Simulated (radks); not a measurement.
Values are calculated unless marked as measured or tabulated.
All-electron atom: Al+ in [Ne] 3p(up 0.5, down 0.5) 3s(up 1, down 0) (fractional occupations, a model configuration). Code: a radial shooting solver on a logarithmic mesh with Libxc functionals. Model: non-relativistic Kohn-Sham, PBEsol, spin-polarised, spherical densities, point nucleus.

Radial electron density D(r) = 4 pi r^2 rho(r):

r (bohr),D(r) (e/bohr),spin D(r)
0.01342,2.233,0.00564
0.01513,2.715,0.00684
0.0172,3.324,0.00835
0.01954,4.040,0.0101
0.02204,4.815,0.0120
0.02504,5.754,0.0143
0.02824,6.736,0.0166
0.03209,7.877,0.0191
0.03648,9.090,0.0218
0.04113,10.25,0.0241
0.04674,11.47,0.0263
0.0527,12.53,0.0277
0.0599,13.48,0.0284
0.06808,14.17,0.0278
0.07676,14.50,0.0260
0.08724,14.46,0.0224
0.09836,14.04,0.0177
0.1118,13.22,0.0117
0.126,12.19,0.00588
0.1433,10.97,0.000800
0.1628,9.813,-0.00143
0.1836,8.995,0.000693
0.2086,8.573,0.00889
0.2352,8.683,0.0226
0.2674,9.312,0.0429
0.3039,10.31,0.0659
0.3426,11.34,0.0857
0.3894,12.24,0.0994
0.4391,12.64,0.100
0.499,12.40,0.0867
0.5626,11.51,0.0615
0.6395,9.955,0.0291
0.7268,8.014,0.00333
0.8195,6.109,-0.00162
0.9314,4.257,0.0253
1.05,2.868,0.0852
1.193,1.841,0.181
1.356,1.253,0.296
1.529,1.006,0.403
1.738,0.9330,0.492
1.96,0.9269,0.529
2.228,0.9005,0.507
2.532,0.8125,0.427
2.854,0.6750,0.322
3.244,0.4978,0.205
3.658,0.3365,0.115
4.157,0.1972,0.0505
4.687,0.1069,0.0181
5.327,0.04915,0.00352
6.055,0.01957,-0.000576
6.827,0.007114,-0.000876
7.759,0.002015,-0.000440
8.748,0.0005096,-0.000153

D(r) has 2 maxima, at r = 0.0812, 0.450 bohr, and minima at 0.215 bohr, inside which lie 2.20 electrons.
